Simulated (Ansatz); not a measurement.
One change: `F[SiH2][SiH](Cl)Cl` becomes `Cl[SiH](Cl)I`.

Ansatz, PBE0-D4/def2-TZVP geometries, multiplicity 1. Each molecule was computed in one conformer, which needn't be the lowest.

Elements past krypton have def2 core potentials.

| property | `F[SiH2][SiH](Cl)Cl` |
| --- | --- |
| HOMO energy (PBE0/def2-TZVPP) / eV | -8.34 |
| zero-point energy (PBE0-D4/def2-TZVP) / kJ/mol | 85.8 |
| HOMO energy (PBE/def2-TZVPP) / eV | -7.10 |
| HOMO–LUMO gap (ωB97M-V/def2-TZVPP) / eV | 11.00 |
| LUMO energy (PBE/def2-TZVPP) / eV | -2.05 |
| HOMO energy (ωB97M-V/def2-TZVPP) / eV | -10.38 |

(1) What does the change do to each property? (Estimate.)

Results:

(1) Computed: 
| property | `Cl[SiH](Cl)I` | shift |
| --- | --- | --- |
| HOMO energy (PBE0/def2-TZVPP) / eV | -8.14 | 0.20 |
| zero-point energy (PBE0-D4/def2-TZVP) / kJ/mol | 34.9 | -50.9 |
| HOMO energy (PBE/def2-TZVPP) / eV | -6.97 | 0.13 |
| HOMO–LUMO gap (ωB97M-V/def2-TZVPP) / eV | 11.05 | 0.05 |
| LUMO energy (PBE/def2-TZVPP) / eV | -1.97 | 0.08 |
| HOMO energy (ωB97M-V/def2-TZVPP) / eV | -10.26 | 0.12 |

With PBE0 the HOMO rises by 0.20 eV and the LUMO rises by 0.09 eV, so the gap narrows by about 0.11 eV. PBE moves the HOMO by 0.13 eV and ωB97M-V by 0.12 eV. The zero-point energy changes by -50.9 kJ/mol with -9 modes.

Spin–orbit coupling is left out; it splits and shifts lone-pair levels of the heavy atoms by tenths of an eV.
